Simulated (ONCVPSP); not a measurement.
Pseudopotential generation for Bi (Z = 83): ONCV, PBE, scalar-relativistic.

```json
{
  "Element": "Bi",
  "Generator": "ONCVPSP 4.0.1",
  "Type": "optimised norm-conserving Vanderbilt (ONCV)",
  "Functional": "PBE",
  "Relativity": "scalar-relativistic",
  "Frozen core": "[Xe] 4f14",
  "Valence charge": "15",
  "Reference configuration": "5d10 6s2 6p3",
  "Partial waves": "6s: rc 1.85 bohr, ncon 3, nbas 6, qcut 2.9 1/bohr, 3 projectors, debl 1.5 Ha; 6p: rc 2.05 bohr, ncon 4, nbas 7, qcut 3.4 1/bohr, 1 projector; 5d: rc 0.40 bohr, ncon 5, nbas 8, qcut 22.3 1/bohr, 2 projectors, debl 0.5 Ha",
  "Local potential": "polynomial inside 0.35 bohr (lpopt 5, dvloc0 6 Ha)",
  "Core correction": "Teter function, fcfact 4.75, rcfact 1.3"
}
```

All-electron outer shells of the reference configuration (PBE, scalar-relativistic, ld1.x):

| shell | level (eV) | outermost node (bohr) | outermost maximum (bohr) |
| --- | --- | --- | --- |
| 4f | -152.59 | – | 0.34 |
| 5p | -95.86 | 0.48 | 0.86 |
| 5d | -27.08 | 0.51 | 1.03 |
| 6s | -14.48 | 0.98 | 1.88 |
| 6p | -4.57 | 1.14 | 2.44 |

Is a potential produced?

No. ONCVPSP 4.0.1 stopped with "oncvpsp: lschvkbb ERROR 3 2 100": the bound-state solver with the separable projectors failed. The 5d radius of 0.40 bohr lies inside the outermost node of the all-electron wave at 0.51 bohr.
